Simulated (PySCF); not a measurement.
CH3O2 (SMILES OC=[OH+]), charge +1, singlet, geometry from GFN2-xTB; CCSD/def2-SVP (PySCF).

PySCF was given this input:
```python
from pyscf import gto, scf, cc

mol = gto.M(
    atom='''
O    -1.05434669   -0.40745506   -0.12561844
C    -0.10444344    0.40406092   -0.04683357
O     1.11194808    0.18461227    0.15144752
H    -0.91558100   -1.37692343   -0.02991756
H    -0.37817902    1.46306326   -0.16957957
H     1.45960960   -0.72776304    0.27386588
''',
    basis='def2-svp',
    charge=1,
    verbose=4,
    max_memory=1800,
)

mf = scf.RHF(mol)
mf.kernel()

mycc = cc.CCSD(mf, frozen=3)
mycc.kernel()
print('E(CCSD) = %.10f' % mycc.e_tot)
```

Output, abridged:

```
PySCF version 2.14.0

[INPUT] verbose = 4
[INPUT] num. atoms = 6
[INPUT] num. electrons = 24
[INPUT] charge = 1
[INPUT] spin (= nelec alpha-beta = 2S) = 0
[INPUT] symmetry False subgroup None
[INPUT] Mole.unit = angstrom
[INPUT] Symbol           X                Y                Z      unit          X                Y                Z       unit  Magmom
[INPUT]  1 O     -1.054346690000  -0.407455060000  -0.125618440000 AA   -1.992426484442  -0.769978471468  -0.237384447795 Bohr   0.0
[INPUT]  2 C     -0.104443440000   0.404060920000  -0.046833570000 AA   -0.197369497107   0.763564476440  -0.088502620736 Bohr   0.0
[INPUT]  3 O      1.111948080000   0.184612270000   0.151447520000 AA    2.101277335936   0.348866629534   0.286194335045 Bohr   0.0
[INPUT]  4 H     -0.915581000000  -1.376923430000  -0.029917560000 AA   -1.730197334855  -2.602008177197  -0.056535994715 Bohr   0.0
[INPUT]  5 H     -0.378179020000   1.463063260000  -0.169579570000 AA   -0.714654773856   2.764788864313  -0.320458943622 Bohr   0.0
[INPUT]  6 H      1.459609600000  -0.727763040000   0.273865880000 AA    2.758262392786  -1.375272829181   0.517531508063 Bohr   0.0

nuclear repulsion = 78.4173258342373
number of shells = 27
number of NR pGTOs = 93
number of NR cGTOs = 57
basis = def2-svp
ecp = {}

******** <class 'pyscf.scf.hf.RHF'> ********
method = RHF
initial guess = minao
damping factor = 0
level_shift factor = 0
DIIS = <class 'pyscf.scf.diis.CDIIS'>
diis_start_cycle = 1
diis_space = 8
diis_damp = 0
SCF conv_tol = 1e-09
SCF conv_tol_grad = None
SCF max_cycles = 50
direct_scf = True
direct_scf_tol = 1e-13
Set gradient conv threshold to 3.16228e-05
Initial guess from minao.
init E= -189.850179357957
  HOMO = -0.480972741453654  LUMO = 0.0501338636687274  gap/eV = 14.45215
cycle= 1 E= -188.811381123258  delta_E= 1.04  |g|= 0.67  |ddm|= 2.28
  HOMO = -0.840447243049286  LUMO = -0.205029384823458  gap/eV = 17.29060
cycle= 2 E= -188.899099025426  delta_E= -0.0877  |g|= 0.289  |ddm|= 0.657
  HOMO = -0.835079185308911  LUMO = -0.127771738353045  gap/eV = 19.24682
cycle= 3 E= -188.915102236196  delta_E= -0.016  |g|= 0.0597  |ddm|= 0.239
  HOMO = -0.817733726571431  LUMO = -0.117723973267994  gap/eV = 19.04824
cycle= 4 E= -188.915912618697  delta_E= -0.00081  |g|= 0.0138  |ddm|= 0.0556
  HOMO = -0.821978713871123  LUMO = -0.120400577160375  gap/eV = 19.09091
cycle= 5 E= -188.915973810963  delta_E= -6.12e-05  |g|= 0.00288  |ddm|= 0.0179
  HOMO = -0.821497945920181  LUMO = -0.119772295228382  gap/eV = 19.09493
cycle= 6 E= -188.915977327906  delta_E= -3.52e-06  |g|= 0.000737  |ddm|= 0.00431
  HOMO = -0.821646616780936  LUMO = -0.119869479780603  gap/eV = 19.09633
cycle= 7 E= -188.915977625254  delta_E= -2.97e-07  |g|= 0.000202  |ddm|= 0.00135
  HOMO = -0.821667943301682  LUMO = -0.119850852936099  gap/eV = 19.09742
cycle= 8 E= -188.915977650662  delta_E= -2.54e-08  |g|= 4.2e-05  |ddm|= 0.000354
  HOMO = -0.821676548666473  LUMO = -0.119858296031874  gap/eV = 19.09745
cycle= 9 E= -188.915977651625  delta_E= -9.62e-10  |g|= 5.58e-06  |ddm|= 7.05e-05
  HOMO = -0.821676584495865  LUMO = -0.119857840142288  gap/eV = 19.09746
Extra cycle  E= -188.915977651638  delta_E= -1.37e-11  |g|= 2.13e-06  |ddm|= 8.16e-06
converged SCF energy = -188.915977651638

******** <class 'pyscf.cc.ccsd.CCSD'> ********
CC2 = 0
CCSD nocc = 9, nmo = 54
frozen orbitals 3
max_cycle = 50
direct = 0
conv_tol = 1e-07
conv_tol_normt = 1e-05
diis_space = 6
diis_start_cycle = 0
diis_start_energy_diff = 1e+09
Init t2, MP2 energy = -189.404716282636  E_corr(MP2) -0.488738630997378
Init E_corr(CCSD) = -0.488738630999152
cycle = 1  E_corr(CCSD) = -0.490727204268425  dE = -0.00198857327  norm(t1,t2) = 0.0614195
cycle = 2  E_corr(CCSD) = -0.503967789733534  dE = -0.0132405855  norm(t1,t2) = 0.0198626
cycle = 3  E_corr(CCSD) = -0.504297590254345  dE = -0.000329800521  norm(t1,t2) = 0.011212
cycle = 4  E_corr(CCSD) = -0.506753419000036  dE = -0.00245582875  norm(t1,t2) = 0.00505882
cycle = 5  E_corr(CCSD) = -0.506572093152987  dE = 0.000181325847  norm(t1,t2) = 0.000881304
cycle = 6  E_corr(CCSD) = -0.506526227114958  dE = 4.5866038e-05  norm(t1,t2) = 0.000187255
cycle = 7  E_corr(CCSD) = -0.506525563518775  dE = 6.63596183e-07  norm(t1,t2) = 5.36347e-05
cycle = 8  E_corr(CCSD) = -0.506527883085562  dE = -2.31956679e-06  norm(t1,t2) = 1.41989e-05
cycle = 9  E_corr(CCSD) = -0.506527333419509  dE = 5.49666053e-07  norm(t1,t2) = 4.08547e-06
cycle = 10  E_corr(CCSD) = -0.506527196644038  dE = 1.36775471e-07  norm(t1,t2) = 1.3135e-06
cycle = 11  E_corr(CCSD) = -0.506527199548923  dE = -2.904885e-09  norm(t1,t2) = 3.49751e-07
CCSD converged
E(CCSD) = -189.4225048511874  E_corr = -0.5065271995489231
E(CCSD) = -189.4225048512
```
